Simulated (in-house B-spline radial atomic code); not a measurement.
LDA exchange-only excitations of S4+

Method: LDA exchange-only. Computed with a B-spline radial code for spherical atoms: linear response of the closed shell [Ne] 3s2 with the functional's adiabatic kernel; non-relativistic, point nucleus, no spin-orbit coupling, no double excitations, S, P, D and F terms only.

Command:
```bash
python run_td.py task.json out
```
Settings (radii: box in bohr, nucleus in fm):
```
Z                        16
electrons                12
configuration            [Ne] 3s2
hamiltonian              nr
method                   lda,
box_radius               19.1
intervals                51
```

Time taken, with all properties: 0.3 s on 1 thread of Arm Neoverse N1, with other jobs on the host.

The lowest states, in the order of their Tamm-Dancoff energies; the method's threshold (minus the highest occupied level) is 64.38 eV. Labels give the largest channel, * marks a mixed state, and oscillator strengths are full-response dipole values. Semilocal kernels can invert the small singlet-triplet splittings of Rydberg terms. Energies in eV:

```tsv
state	full response	Tamm-Dancoff	oscillator strength
3s → 3p 3P	9.250	9.606	-
3s → 3p 1P	?	?	?
3s → 3d 3D	26.719	26.831	-
3s → 3d 1D	29.663	29.678	-
3s → 4s 3S	37.10	37.12	-
3s → 4s 1S	38.47	38.50	-
3s → 4p 3P	41.14	41.16	-
3s → 4p 1P	41.78	41.81	0.102
3s → 4d 3D	46.71	46.72	-
3s → 4d 1D	47.10	47.10	-
3s → 4f 3F	48.50	48.51	-
3s → 4f 1F	48.81	48.81	-
3s → 5s 3S	49.87	49.87	-
3s → 5s 1S	?	?	-
3s → 5p 3P	51.50	51.51	-
3s → 5p 1P	51.70	51.70	0.0405
```

Question: Where does 3s → 3p 1P lie?

Answer: At 15.833 eV in full response, 16.549 eV in Tamm-Dancoff, oscillator strength 1.34.

Question: Where does 3s → 5s 1S lie?

Answer: At 50.27 eV in full response, 50.28 eV in Tamm-Dancoff.

Question: How large is the singlet-triplet splitting of 3s → 3p (P terms) in Tamm-Dancoff?

Answer: 6.94 eV, from the unrounded values.

Question: What polarisabilities and dispersion coefficient does the method give?

Answer: Dipole 4.116 bohr³, quadrupole 6.308 bohr⁵, C6 7.877 hartree·bohr⁶ for two such species.
